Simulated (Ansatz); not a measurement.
Reactions of C2H5NO, SMILES `CNC=O`.

Gas-phase electronic energies from Ansatz, PBE0-D4/def2-TZVP geometries. CBS: MP2 limit from def2 TZ/QZ plus the TZ coupled-cluster correction, frozen cores. This one scheme is used for every species. Triplets are unrestricted, without spin–orbit coupling. One conformer a species, not always the lowest.

Q: Order these by ΔE at CCSD(T)/CBS, lowest first. (An estimate is asked.)
A. `CNC=O` → `C1NCO1`
B. `CNC=O` + `FBF` → `O=CB(F)F` + CH₃NH₂
C. `CNC=O` + `CNBN` → `CN(C)BN` + `NC=O`
D. `CNC=O` → `NC=O` + `[CH2]` (triplet)

A: C (+0.4 kcal/mol), B (+19.2 kcal/mol), A (+40.6 kcal/mol), D (+98.9 kcal/mol).

Largest T1 diagnostic: 0.016, for `NC=O`.
